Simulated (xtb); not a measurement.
O2Si, charge -1, doublet, from a rough starting geometry (a state made from the parent by changing its charge; the spin is typed, not shown lowest); GFN2-xTB (xtb 6.7.1).

Input for xtb:
```
$ xtb mol.xyz --gfn 2 --chrg -1 --uhf 1 --opt vtight --json

# file mol.xyz
3

O     -1.45932581     0.11141728    -0.00358386
Si    -0.02103351    -0.04259940     0.02521497
O      1.49421016    -0.14229291     0.01007743
```

The log (banner, timings and long lists left out):

```
   ID    Z sym.   atoms
    1    8 O      1, 3
    2   14 Si     2

           -------------------------------------------------
          |                Calculation Setup                |
           -------------------------------------------------

           -------------------------------------------------
          |                 G F N 2 - x T B                 |
           -------------------------------------------------

          ...................................................
          :                      SETUP                      :
          :.................................................:
          :  # basis functions                  18          :
          :  # atomic orbitals                  17          :
          :  # shells                            7          :
          :  # electrons                        17          :
          :  max. iterations                   250          :
          :  Hamiltonian                  GFN2-xTB          :
          :  restarted?                      false          :
          :  GBSA solvation                  false          :
          :  PC potential                    false          :
          :  electronic temp.          300.0000000     K    :
          :  accuracy                    1.0000000          :
          :  -> integral cutoff          0.2500000E+02      :
          :  -> integral neglect         0.1000000E-07      :
          :  -> SCF convergence          0.1000000E-05 Eh   :
          :  -> wf. convergence          0.1000000E-03 e    :
          :  Broyden damping             0.4000000          :
          :  net charge                         -1          :
          :  unpaired electrons                  1          :
          ...................................................

 iter      E             dE          RMSdq      gap      omega  full diag
   1    -10.0954329 -0.100954E+02  0.186E+01    0.34       0.0  T
   2    -10.1089105 -0.134776E-01  0.112E+01    0.20       1.0  T
   3    -10.1077235  0.118697E-02  0.592E+00    0.28       1.0  T
   4    -10.1107739 -0.305039E-02  0.783E-01    0.38       1.0  T
   5    -10.1116977 -0.923773E-03  0.730E-01    0.39       1.0  T
   6    -10.1118118 -0.114122E-03  0.174E-01    0.40       1.0  T
   7    -10.1118140 -0.225767E-05  0.265E-02    0.40       2.2  T
   8    -10.1118141 -0.112015E-06  0.136E-02    0.40       4.2  T
   9    -10.1118142 -0.407511E-07  0.101E-03    0.40      57.2  T
  10    -10.1118142 -0.128634E-08  0.139E-04    0.40     415.8  T
  11    -10.1118142  0.445866E-12  0.112E-04    0.40     515.9  T

   *** convergence criteria satisfied after 11 iterations ***

         :::::::::::::::::::::::::::::::::::::::::::::::::::::
         ::                     SUMMARY                     ::
         :::::::::::::::::::::::::::::::::::::::::::::::::::::
         :: total energy             -10.018486512578 Eh    ::
         :: gradient norm              0.266837861760 Eh/a0 ::
         :: HOMO-LUMO gap              0.398899449042 eV    ::
         ::.................................................::
         :: SCC energy               -10.111814198950 Eh    ::
         :: -> isotropic ES            0.215235157093 Eh    ::
         :: -> anisotropic ES          0.017331188031 Eh    ::
         :: -> anisotropic XC         -0.012234430518 Eh    ::
         :: -> dispersion             -0.001364075182 Eh    ::
         :: repulsion energy           0.093327686372 Eh    ::
         :: add. restraining           0.000000000000 Eh    ::
         :: total charge              -1.000000000000 e     ::
         :::::::::::::::::::::::::::::::::::::::::::::::::::::

      -----------------------------------------------------------
     |                   =====================                   |
     |                        A N C O P T                        |
     |                   =====================                   |
     |               Approximate Normal Coordinate               |
     |                Rational Function Optimizer                |
      -----------------------------------------------------------
      -----------------------------------------------------------
     |                   =====================                   |
     |                        A N C O P T                        |
     |                   =====================                   |
     |               Approximate Normal Coordinate               |
     |                Rational Function Optimizer                |
      -----------------------------------------------------------

          ...................................................
          :                      SETUP                      :
          :.................................................:
          :   optimization level         verytight          :
          :   max. optcycles                   200          :
          :   ANC micro-cycles                  20          :
          :   degrees of freedom                 3          :
          :.................................................:
          :   RF solver                   davidson          :
          :   write xtbopt.log                true          :
          :   linear?                        false          :
          :   energy convergence         0.1000000E-06 Eh   :
          :   grad. convergence          0.2000000E-03 Eh/α :
          :   maxmium RF displ.          1.0000000          :
          :   Hlow (freq-cutoff)         0.1000000E-01      :
          :   Hmax (freq-cutoff)         5.0000000          :
          :   S6 in model hess.         20.0000000          :
          ...................................................

generating ANC from exact Hessian ...
Using Lindh-Hessian (1995)
 Shifting diagonal of input Hessian by    0.0000000000000000
 Lowest  eigenvalues of input Hessian
    0.000000    0.000000    0.000000    0.000000    0.000000    0.000000
[...]
 * total energy  :   -10.0184865 Eh     change       -0.3183231E-11 Eh
 * total energy  :   -10.0535568 Eh     change       -0.3507027E-01 Eh
 * total energy  :   -10.0736439 Eh     change       -0.2008715E-01 Eh
 * total energy  :   -10.0794855 Eh     change       -0.5841525E-02 Eh
 * total energy  :   -10.0861821 Eh     change       -0.6696620E-02 Eh
 * total energy  :   -10.0930340 Eh     change       -0.6851916E-02 Eh
 * total energy  :   -10.0955093 Eh     change       -0.2475299E-02 Eh
 * total energy  :   -10.0959166 Eh     change       -0.4072975E-03 Eh
 * total energy  :   -10.0960694 Eh     change       -0.1528165E-03 Eh
 * total energy  :   -10.0960757 Eh     change       -0.6311822E-05 Eh
 * total energy  :   -10.0960759 Eh     change       -0.1772864E-06 Eh
 * total energy  :   -10.0960759 Eh     change       -0.4757332E-07 Eh
   *** GEOMETRY OPTIMIZATION CONVERGED AFTER 12 ITERATIONS ***
[...]
          :  # electrons                        17          :
          :  max. iterations                   250          :
          :  Hamiltonian                  GFN2-xTB          :
          :  restarted?                      false          :
          :  GBSA solvation                  false          :
          :  PC potential                    false          :
          :  electronic temp.          300.0000000     K    :
          :  accuracy                    1.0000000          :
          :  -> integral cutoff          0.2500000E+02      :
          :  -> integral neglect         0.1000000E-07      :
          :  -> SCF convergence          0.1000000E-05 Eh   :
          :  -> wf. convergence          0.1000000E-03 e    :
          :  Broyden damping             0.4000000          :
          :  net charge                         -1          :
          :  unpaired electrons                  1          :
          ...................................................

 iter      E             dE          RMSdq      gap      omega  full diag
   1    -10.1467390 -0.101467E+02  0.218E-04    2.29       0.0  T
   2    -10.1467390 -0.586198E-12  0.131E-04    2.29     440.1  T
   3    -10.1467390  0.157030E-11  0.562E-05    2.29    1027.9  T

   *** convergence criteria satisfied after 3 iterations ***

         :::::::::::::::::::::::::::::::::::::::::::::::::::::
         ::                     SUMMARY                     ::
         :::::::::::::::::::::::::::::::::::::::::::::::::::::
         :: total energy             -10.096075941061 Eh    ::
         :: gradient norm              0.000013656475 Eh/a0 ::
         :: HOMO-LUMO gap              2.292477982581 eV    ::
         ::.................................................::
         :: SCC energy               -10.146739016169 Eh    ::
         :: -> isotropic ES            0.231314395454 Eh    ::
         :: -> anisotropic ES          0.012949094933 Eh    ::
         :: -> anisotropic XC         -0.009390160650 Eh    ::
         :: -> dispersion             -0.001395247964 Eh    ::
         :: repulsion energy           0.050663075108 Eh    ::
         :: add. restraining           0.000000000000 Eh    ::
         :: total charge              -1.000000000000 e     ::
         :::::::::::::::::::::::::::::::::::::::::::::::::::::

           -------------------------------------------------
          |                Property Printout                |
           -------------------------------------------------

    * Orbital Energies and Occupations

         #    Occupation            Energy/Eh            Energy/eV
      -------------------------------------------------------------
         1        2.0000           -0.4545611             -12.3692
         2        2.0000           -0.3774490             -10.2709
         3        2.0000           -0.2819275              -7.6716
         4        2.0000           -0.2003356              -5.4514
         5        2.0000           -0.1881413              -5.1196
         6        2.0000           -0.1862045              -5.0669
         7        2.0000           -0.1663862              -4.5276
         8        2.0000           -0.1565458              -4.2598
         9        1.0000           -0.0224342              -0.6105 (HOMO)
        10                          0.0618128               1.6820 (LUMO)
        11                          0.1839646               5.0059
        12                          0.2489570               6.7745
        13                          0.2560570               6.9677
        14                          0.3152443               8.5782
        15                          0.3952962              10.7566
        16                          1.1095893              30.1935
        17                          1.1623701              31.6297
      -------------------------------------------------------------
                  HL-Gap            0.0842470 Eh            2.2925 eV
             Fermi-level           -0.0349004 Eh           -0.9497 eV

     #   Z          covCN         q      C6AA      α(0)
     1   8 O        0.771    -0.641    27.189     6.989
     2  14 Si       1.542     0.281   193.962    29.673
     3   8 O        0.771    -0.641    27.188     6.989

 Mol. C6AA /au·bohr⁶  :        564.147452
 Mol. C8AA /au·bohr⁸  :      26000.653615
 Mol. α(0) /au        :         43.650439

Wiberg/Mayer (AO) data.
largest (>0.10) Wiberg bond orders for each atom

 ---------------------------------------------------------------------------
     #   Z sym  total        # sym  WBO       # sym  WBO       # sym  WBO
 ---------------------------------------------------------------------------
     1   8 O    1.972 --     2 Si   1.871     3 O    0.101
     2  14 Si   3.741 --     3 O    1.871     1 O    1.871
     3   8 O    1.972 --     2 Si   1.871     1 O    0.101
 ---------------------------------------------------------------------------

Topologies differ in total number of bonds
Writing topology from bond orders to xtbtopo.mol

molecular dipole:
                 x           y           z       tot (Debye)
 q only:       -0.064      -0.547       0.415
   full:       -0.055      -0.442       0.338       1.421
molecular quadrupole (traceless):
                xx          xy          yy          xz          yz          zz
 q only:       -9.069       1.205       4.503      -0.087      -0.021       4.567
  q+dip:       -9.375       1.242       4.598      -0.077       0.146       4.777
   full:      -11.623       1.492       5.257       0.022       1.556       6.366

optimized geometry written to: xtbopt.xyz

           -------------------------------------------------
          | TOTAL ENERGY              -10.096075941061 Eh   |
          | GRADIENT NORM               0.000013656475 Eh/α |
          | HOMO-LUMO GAP               2.292477982581 eV   |
           -------------------------------------------------

normal termination of xtb
```
